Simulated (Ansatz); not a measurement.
# Which level was it?

BH3O3: 7 atoms, total charge 0, spin state singlet. SMILES: `OB(O)O`. The coordinates come from a PBE0-D4/def2-TZVP relaxation. This is a higher conformer, about 20 kJ/mol above the lowest found by a separate search.

```xyz
7

O    -1.1097    0.8026    0.3219
B    -0.0122   -0.0068    0.2287
O     0.5012   -0.4693    1.4001
O     0.6007   -0.3813   -0.9454
H    -1.4574    1.1186   -0.5115
H     1.2668   -1.0282    1.2545
H     0.2105   -0.0357   -1.7483
```

Orbital energies are those of the mean-field step.

A calculation with Ansatz 0.2.0 gave:

```yaml
total_energy: -251.8631 Eh
HOMO_energy: -13.36 eV
LUMO_energy: 4.18 eV
HOMO–LUMO_gap: 17.54 eV
```

Problem. Which of these levels gave the numbers?
A. B2PLYP/def2-TZVP
B. MP2/cc-pVDZ
C. CCSD(T)/cc-pVDZ
D. CCSD/cc-pVDZ

Solution. D. The others give -251.8452 Eh (MP2/cc-pVDZ), -252.4364 Eh (B2PLYP/def2-TZVP), -251.8775 Eh (CCSD(T)/cc-pVDZ).
